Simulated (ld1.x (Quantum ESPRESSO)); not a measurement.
**I, TM: configuration errors across variants**

```
Element                 : iodine (I)
Generator               : ld1.x (Quantum ESPRESSO) 7.5
Type                    : norm-conserving Troullier–Martins (Kleinman–Bylander form)
Functional              : PBE
Relativity              : scalar-relativistic
Frozen core             : [Kr] 4d10
Valence charge          : 7
Reference configuration : 5s2 5p5
Partial waves           : 5s (bound): rc 1.30 bohr; 5p (bound): rc 2.05 bohr
Local potential         : all-electron potential smoothed inside 1.35 bohr (lloc = -2)
Core correction         : Bessel-smoothed model core inside 1.20 bohr
```

All-electron excitation energies from the reference (eV): (1) 5s2 5p4 11.131; (2) 5s2 5p3 30.977; (3) 5s2 5p2 60.305; (4) 5s2 5p4.5 4.532; (5) 5s1 5p6 10.414; (6) 5s1 5p5 22.111; (7) 5s2 5p5.3 -1.783.

5 further variants failed, have other tests or another functional or relativity, and are left out.

A true bound ghost makes a file unfit for plane-wave use even where its test errors are small: the radial tests pick states by their node count and pass the ghost by.

Errors AE − PS in meV (a dash: test not solved or not reliable):

| change | (1) | (2) | (3) | (4) | (5) | (6) | (7) | bound ghosts |
| --- | --- | --- | --- | --- | --- | --- | --- | --- |
| base | -113 | -231 | -437 | +0.8 | -105 | -134 | +0.9 | s, d |
| local potential all-electron potential smoothed inside 2.00 bohr (lloc = -1) | -0.8 | +0.2 | -5.1 | -0.7 | -25 | -17 | +0.6 | d |
| local potential all-electron potential smoothed inside 2.30 bohr (lloc = -2) | -4.3 | -19 | -61 | -1.4 | -30 | -34 | +0.4 | s |
| wave 5p (bound): rc 2.05 bohr becomes 5p (bound): rc 1.36 bohr | -90 | -211 | -451 | -54 | -23 | -36 | +1.2 | p, s, d |

Q: Give the same row for: core correction Bessel-smoothed model core inside 0.92 bohr.

A: -114, -232, -438, +0.8, -106, -135, +0.9; bound ghosts: s, d.
